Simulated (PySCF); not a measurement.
Point-charge models of `CCN[SiH2]OC` against its computed dipole.

Coordinates (GFN2-xTB, Å) and charges (e) from the PBE0/pcSseg-1 density (PySCF):

| atom | x | y | z | Mulliken | IAO | Hirshfeld | ESP-fitted |
| --- | --- | --- | --- | --- | --- | --- | --- |
| C1 | 2.466 | 1.085 | -0.119 | -0.2737 | -0.4230 | -0.1222 | -0.3989 |
| C2 | 1.736 | -0.205 | -0.480 | -0.0614 | -0.1296 | -0.0180 | +0.2782 |
| N3 | 0.440 | -0.262 | 0.153 | -0.6859 | -0.7010 | -0.2460 | -0.6734 |
| Si4 | -0.925 | -1.079 | -0.497 | +0.9333 | +1.1185 | +0.4103 | +0.6126 |
| O5 | -2.180 | -0.942 | 0.521 | -0.6385 | -0.6373 | -0.2293 | -0.3868 |
| C6 | -2.836 | 0.207 | 0.958 | -0.0056 | -0.1967 | -0.0342 | -0.0672 |
| H7 | 1.868 | 1.944 | -0.411 | +0.1144 | +0.1457 | +0.0385 | +0.1032 |
| H8 | 2.641 | 1.132 | 0.954 | +0.1039 | +0.1348 | +0.0389 | +0.1016 |
| H9 | 3.425 | 1.133 | -0.629 | +0.1086 | +0.1405 | +0.0422 | +0.0960 |
| H10 | 2.357 | -1.068 | -0.196 | +0.1120 | +0.1166 | +0.0306 | -0.0112 |
| H11 | 1.578 | -0.257 | -1.559 | +0.1111 | +0.1342 | +0.0418 | +0.0303 |
| H12 | 0.522 | -0.220 | 1.159 | +0.1900 | +0.2499 | +0.1110 | +0.3415 |
| H13 | -0.888 | -2.539 | -0.559 | -0.1515 | -0.1785 | -0.0964 | -0.1489 |
| H14 | -1.149 | -0.444 | -1.800 | -0.1608 | -0.1819 | -0.0936 | -0.1084 |
| H15 | -3.486 | -0.070 | 1.790 | +0.1143 | +0.1501 | +0.0467 | +0.0907 |
| H16 | -2.129 | 0.971 | 1.292 | +0.0910 | +0.1269 | +0.0386 | +0.0565 |
| H17 | -3.446 | 0.627 | 0.153 | +0.0987 | +0.1308 | +0.0411 | +0.0841 |

Problem. Form Σ q r in debye for every column and set it beside the full dipole.

Solution. The full density gives (0.92, 1.21, 0.57) D, 1.63 D in size; dipole vectors point from the negative to the positive end.

| scheme | μx | μy | μz | size (D) | share of the full size (%) | angle to the full dipole (°) |
| --- | --- | --- | --- | --- | --- | --- |
| Mulliken | 1.19 | 1.73 | -0.60 | 2.18 | 134 | 37 |
| IAO | 0.89 | 1.02 | -0.74 | 1.55 | 95 | 49 |
| Hirshfeld | 0.47 | 0.70 | 0.21 | 0.87 | 54 | 7 |
| ESP-fitted | 0.91 | 1.23 | 0.54 | 1.63 | 100 | 1 |

Problem. Which set comes closest?

Solution. Length of the difference vector: ESP-fitted 0.04 D, Hirshfeld 0.77 D, Mulliken 1.31 D, IAO 1.32 D. Closest: ESP-fitted. 

Problem. What is left for the Hirshfeld atoms' own dipoles?

Solution. The Hirshfeld atoms' densities add up to the full density, so μ = Σ q r + Σ (atomic dipoles). The atomic dipoles sum to (0.92, 1.21, 0.57) − (0.47, 0.70, 0.21) = (0.45, 0.51, 0.36) D, 0.77 D in size.

Problem. With the origin at the mean of the coordinates, (0.000, 0.001, 0.043) Å, which are the largest single terms, by size, of the IAO dipole along the direction of the full one?

Solution. Si4 -8.16, O5 +5.42, C1 -4.37, H13 +2.23, H8 +1.72 D; all 17 atoms together +1.01 D. The single terms depend on the origin, their sum doesn't.

Problem. Give the size of the full dipole in other units.

Solution. 1.63 D = 0.641 au = 0.339 e·Å = 5.43 × 10⁻³⁰ C·m.

The structure is a single GFN2-xTB conformer in the gas phase; no vibrational or solvent corrections.

Shape of the structure used: `[CH3:1][CH2:2][NH:3][SiH2:4][O:5][CH3:6]`: C1–C2–N3–Si4 150°, C2–N3–Si4–O5 179°, N3–Si4–O5–C6 61°.
